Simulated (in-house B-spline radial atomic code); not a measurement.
A radial electron density 4πr²n(r) was computed for an atom or ion in its tabulated ground configuration with a B-spline radial code for spherical atoms; method: Dirac-Kohn-Sham PW91, spherical fractional occupations. Columns: r (bohr), 4πr²n(r) (electrons per bohr), bar.

```
  0.0199  0.06145 #
  0.0225  0.07732 #
  0.0254  0.09682 ##
  0.0287   0.1212 ##
  0.0324    0.151 ##
  0.0366   0.1879 ###
  0.0413   0.2325 ####
  0.0467   0.2878 #####
  0.0527   0.3535 ######
  0.0595   0.4325 #######
  0.0672   0.5268 ########
  0.0759   0.6379 ##########
  0.0857    0.767 ############
  0.0968   0.9158 ##############
   0.109     1.08 #################
   0.123    1.266 ####################
   0.139    1.471 #######################
   0.157    1.688 ###########################
   0.178    1.919 ##############################
   0.201    2.141 ##################################
   0.227     2.35 #####################################
   0.256    2.531 ########################################
   0.289    2.675 ##########################################
   0.327    2.765 ############################################
   0.369    2.787 ############################################
   0.417    2.732 ###########################################
   0.471    2.598 #########################################
   0.531    2.392 ######################################
     0.6    2.118 #################################
   0.678    1.798 ############################
   0.765     1.46 #######################
   0.864    1.124 ##################
   0.976   0.8167 #############
     1.1   0.5608 #########
    1.24   0.3595 ######
    1.41   0.2053 ###
    1.59   0.1116 ##
    1.79   0.0556 #
    2.03  0.02341
```

Problem. Which atom or ion is it?
A. Li+
B. C2+
C. Be+
D. B3+

Solution. A. The area under the curve, ∫4πr²n dr = ∫r·4πr²n d(ln r) on this logarithmic grid, is 2 electrons; among the options with that count, the innermost peak, which lies near 1/Z bohr, picks Z = 3. The configuration is 1s2.
